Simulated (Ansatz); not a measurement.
`C[SiH2]OB(O)O` + `FC(F)(F)[TeH]` → `OB(O)[Te]C(F)(F)F` + `C[SiH2]O`  (ligand exchange at a B–O bond)

Isolated molecules relaxed with PBE0-D4/def2-TZVP in Ansatz; ΔE leaves out vibrations. CCSD(T)/CBS adds triple-zeta CCSD(T) − MP2 to the extrapolated MP2 energy (def2 sets, frozen cores). This one scheme is used for every species. Functionals use def2-TZVPP. B3LYP here is the variant with VWN-RPA as its local correlation; programs differ in this. def2 core potentials past Kr. For Te outer-core shells are correlated without core-valence functions, which leaves a few kJ/mol of doubt a bond. One conformer a species, not always the lowest.

`C[SiH2]OB(O)O`:

```xyz
13

C     0.855    0.116   -1.806
Si    1.173    0.650   -0.055
O     0.307   -0.262    1.024
B    -1.036   -0.434    1.174
O    -1.900    0.182    0.312
O    -1.537   -1.217    2.176
H     1.117   -0.935   -1.950
H    -0.199    0.250   -2.058
H     1.454    0.713   -2.499
H     2.597    0.447    0.312
H     0.827    2.085    0.127
H    -2.817   -0.005    0.523
H    -0.841   -1.592    2.721
```

`FC(F)(F)[TeH]`:

```xyz
6

F     0.925   -1.176   -0.146
C    -0.200   -0.507    0.098
F    -0.308   -0.383    1.420
F    -1.223   -1.252   -0.331
Te   -0.273    1.408   -0.928
H     1.079    1.910   -0.114
```

`OB(O)[Te]C(F)(F)F`:

Z-matrix (Å, degrees):
```
C
F 1 1.353
Te 1 2.172 2 112.4
F 1 1.330 2 107.2 3 -121.2
F 1 1.334 2 106.2 3 123.9
B 3 2.196 1 94.7 2 43.1
O 6 1.352 3 113.3 1 170.6
O 6 1.351 3 125.4 1 -10.2
H 7 0.963 6 112.5 3 177.2
H 8 0.961 6 115.7 3 -4.4
```

`C[SiH2]O`:

```xyz
9

C     0.758   -0.371   -0.814
Si   -0.130    0.174    0.730
O    -1.503    1.031    0.404
H     1.683   -0.895   -0.554
H     1.017    0.487   -1.439
H     0.146   -1.055   -1.408
H     0.719    1.097    1.522
H    -0.451   -1.030    1.552
H    -2.238    0.563    0.008
```

```
             level  ΔE (kJ/mol)  difference from CCSD(T)/CBS
            PBE-D4         70.3                         -9.9
         r2SCAN-D4         82.0                          1.8
           PBE0-D4         78.2                         -2.0
          B3LYP-D4         85.6                          5.4
           ωB97X-V         84.0                          3.8
           ωB97M-V         84.5                          4.3
            B2PLYP         85.0                          4.8
               PBE         71.7                         -8.5
            r2SCAN         82.1                          1.9
              PBE0         79.5                         -0.7
             B3LYP         88.2                          8.0
     HF/def2-TZVPP        111.3                         31.1
    MP2/def2-TZVPP         76.4                         -3.8
SCS-MP2/def2-TZVPP         83.5                          3.3
   CCSD/def2-TZVPP         89.9                          9.7
CCSD(T)/def2-TZVPP         84.5                          4.3
     HF/def2-QZVPP        112.3                         32.1
    MP2/def2-QZVPP         74.3                         -5.9
SCS-MP2/def2-QZVPP         81.6                          1.4
      HF/CBS(def2)        112.4                         32.2
     MP2/CBS(def2)         72.1                         -8.1
    CCSD/CBS(def2)         85.6                          5.4
       CCSD(T)/CBS         80.2                            0
```

Largest T1 diagnostic among the species: 0.013.

From PBE to PBE0 (25 % exact exchange), in def2-TZVPP and without D4, ΔE moves by +7.7 kJ/mol. In def2-TZVPP, CCSD(T) changes the Hartree–Fock value by −26.8 kJ/mol (the triples alone add −5.4 kJ/mol) and MP2 by −34.9 kJ/mol.
